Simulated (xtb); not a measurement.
C5H13O2Si (SMILES [CH2][SiH](OCC)OCC), doublet, geometry from GFN2-xTB; GFN2-xTB run with xtb.

xtb was given this input:
```
$ xtb mol.xyz --gfn 2 --uhf 1 --acc 0.1 --json

# file mol.xyz
21

C     -0.53608428     1.59741379    -1.87181813
Si    -0.11736644     0.93842841    -0.19522785
O     -1.02666715    -0.32203766     0.28778781
C     -2.41092301    -0.38594724     0.47464053
C     -2.77010341    -1.68109296     1.18858523
O      1.39656078     0.40061828    -0.35698788
C      2.18225323    -0.31463439     0.55532344
C      3.41189024    -0.86119726    -0.15467503
H     -1.55459834     1.74297786    -2.18475740
H      0.20253785     1.99901246    -2.53971618
H     -0.21631307     1.97910820     0.84676853
H     -2.74746741     0.47723964     1.06235511
H     -2.90876859    -0.34147202    -0.50223419
H     -2.43112153    -2.53190431     0.60340964
H     -2.28593384    -1.71538195     2.16122715
H     -3.84634796    -1.74637247     1.32358646
H      1.59647846    -1.13416246     0.98600211
H      2.48284490     0.35561608     1.37104260
H      3.98671879    -0.04329834    -0.58115987
H      3.10858626    -1.52598692    -0.95896810
H      4.03516911    -1.40927045     0.54689807
```

Q: Predict the main parts of the log of this xtb run.

A: 
```
   ID    Z sym.   atoms
    1    6 C      1, 4, 5, 7, 8
    2   14 Si     2
    3    8 O      3, 6
    4    1 H      9-21

           -------------------------------------------------
          |                Calculation Setup                |
           -------------------------------------------------

           -------------------------------------------------
          |                 G F N 2 - x T B                 |
           -------------------------------------------------

          ...................................................
          :                      SETUP                      :
          :.................................................:
          :  # basis functions                  51          :
          :  # atomic orbitals                  50          :
          :  # shells                           30          :
          :  # electrons                        49          :
          :  max. iterations                   250          :
          :  Hamiltonian                  GFN2-xTB          :
          :  restarted?                      false          :
          :  GBSA solvation                  false          :
          :  PC potential                    false          :
          :  electronic temp.          300.0000000     K    :
          :  accuracy                    0.1000000          :
          :  -> integral cutoff          0.3500000E+02      :
          :  -> integral neglect         0.1000000E-08      :
          :  -> SCF convergence          0.1000000E-06 Eh   :
          :  -> wf. convergence          0.1000000E-04 e    :
          :  Broyden damping             0.4000000          :
          :  net charge                          0          :
          :  unpaired electrons                  1          :
          ...................................................

 iter      E             dE          RMSdq      gap      omega  full diag
   1    -27.4095945 -0.274096E+02  0.639E+00    6.14       0.0  T
   2    -27.4982168 -0.886224E-01  0.394E+00    5.56       1.0  T
   3    -27.4973606  0.856192E-03  0.158E+00    6.31       1.0  T
   4    -27.4998409 -0.248026E-02  0.742E-01    5.53       1.0  T
   5    -27.5037512 -0.391030E-02  0.307E-01    5.91       1.0  T
   6    -27.5039192 -0.167943E-03  0.984E-02    5.86       1.0  T
   7    -27.5039456 -0.264479E-04  0.457E-02    5.89       1.0  T
   8    -27.5039506 -0.501070E-05  0.908E-03    5.88       2.4  T
   9    -27.5039507 -0.394913E-07  0.430E-03    5.88       5.1  T
  10    -27.5039508 -0.108417E-06  0.114E-03    5.88      19.2  T
  11    -27.5039508 -0.481516E-08  0.436E-04    5.88      50.0  T
  12    -27.5039508 -0.414058E-09  0.221E-04    5.88      98.9  T
  13    -27.5039508 -0.121737E-09  0.402E-05    5.88     542.9  T
  14    -27.5039508  0.613554E-11  0.295E-05    5.88     740.4  T

   *** convergence criteria satisfied after 14 iterations ***

         :::::::::::::::::::::::::::::::::::::::::::::::::::::
         ::                     SUMMARY                     ::
         :::::::::::::::::::::::::::::::::::::::::::::::::::::
         :: total energy             -27.200923827701 Eh    ::
         :: gradient norm              0.000036068141 Eh/a0 ::
         :: HOMO-LUMO gap              5.882455786581 eV    ::
         ::.................................................::
         :: SCC energy               -27.503893927717 Eh    ::
         :: -> isotropic ES            0.055657424817 Eh    ::
         :: -> anisotropic ES          0.005272931560 Eh    ::
         :: -> anisotropic XC          0.005649366522 Eh    ::
         :: -> dispersion             -0.012790324811 Eh    ::
         :: repulsion energy           0.302970100016 Eh    ::
         :: add. restraining           0.000000000000 Eh    ::
         :: total charge              -0.000000000000 e     ::
         :::::::::::::::::::::::::::::::::::::::::::::::::::::

           -------------------------------------------------
[...]
     1   6 C        2.733    -0.174    32.509     9.335
     2  14 Si       3.450     0.551   101.741    19.656
     3   8 O        1.621    -0.362    20.145     6.058
     4   6 C        3.729     0.089    19.196     6.255
     5   6 C        3.751    -0.112    22.713     6.797
     6   8 O        1.621    -0.365    20.197     6.066
     7   6 C        3.733     0.090    19.179     6.251
     8   6 C        3.751    -0.114    22.738     6.800
     9   1 H        0.926     0.036     2.502     2.474
    10   1 H        0.926     0.057     2.232     2.336
    11   1 H        0.915    -0.079     4.885     3.457
    12   1 H        0.924     0.017     2.773     2.604
    13   1 H        0.924     0.022     2.700     2.570
    14   1 H        0.925     0.054     2.266     2.354
    15   1 H        0.925     0.051     2.303     2.373
    16   1 H        0.925     0.043     2.414     2.430
    17   1 H        0.924     0.028     2.620     2.531
    18   1 H        0.924     0.020     2.733     2.585
    19   1 H        0.925     0.051     2.303     2.373
    20   1 H        0.925     0.054     2.270     2.356
    21   1 H        0.925     0.042     2.419     2.432

 Mol. C6AA /au·bohr⁶  :       4048.835130
 Mol. C8AA /au·bohr⁸  :     105455.653997
 Mol. α(0) /au        :        100.093268

Wiberg/Mayer (AO) data.
largest (>0.10) Wiberg bond orders for each atom

 ---------------------------------------------------------------------------
     #   Z sym  total        # sym  WBO       # sym  WBO       # sym  WBO
 ---------------------------------------------------------------------------
     1   6 C    3.183 --     2 Si   1.044     9 H    0.998    10 H    0.992
     2  14 Si   4.182 --     3 O    1.133     6 O    1.130     1 C    1.044
                            11 H    0.859
     3   8 O    2.274 --     2 Si   1.133     4 C    0.988
     4   6 C    3.951 --     5 C    1.014     3 O    0.988    12 H    0.977
                            13 H    0.974
     5   6 C    3.994 --     4 C    1.014    15 H    0.986    14 H    0.986
                            16 H    0.985
     6   8 O    2.267 --     2 Si   1.130     7 C    0.983
     7   6 C    3.949 --     8 C    1.014     6 O    0.983    17 H    0.977
                            18 H    0.974
     8   6 C    3.995 --     7 C    1.014    19 H    0.986    20 H    0.986
                            21 H    0.985
     9   1 H    0.999 --     1 C    0.998
    10   1 H    0.997 --     1 C    0.992
    11   1 H    0.993 --     2 Si   0.859
    12   1 H    1.000 --     4 C    0.977
    13   1 H    1.000 --     4 C    0.974
    14   1 H    0.997 --     5 C    0.986
    15   1 H    0.997 --     5 C    0.986
    16   1 H    0.997 --     5 C    0.985
    17   1 H    0.999 --     7 C    0.977
    18   1 H    1.000 --     7 C    0.974
    19   1 H    0.997 --     8 C    0.986
    20   1 H    0.997 --     8 C    0.986
    21   1 H    0.998 --     8 C    0.985
 ---------------------------------------------------------------------------

Topologies differ in total number of bonds
Writing topology from bond orders to xtbtopo.mol

molecular dipole:
                 x           y           z       tot (Debye)
 q only:       -0.229      -0.026       0.252
   full:       -0.379      -0.098       0.282       1.227
molecular quadrupole (traceless):
                xx          xy          yy          xz          yz          zz
 q only:        4.021      -0.857      -1.292       0.146      -1.126      -2.729
  q+dip:        2.227      -0.905      -1.982       1.208      -0.252      -0.245
   full:        4.541      -1.220      -2.627       1.501      -1.337      -1.914

           -------------------------------------------------
          | TOTAL ENERGY              -27.200923827701 Eh   |
          | GRADIENT NORM               0.000036068141 Eh/α |
          | HOMO-LUMO GAP               5.882455786581 eV   |
           -------------------------------------------------

normal termination of xtb
```
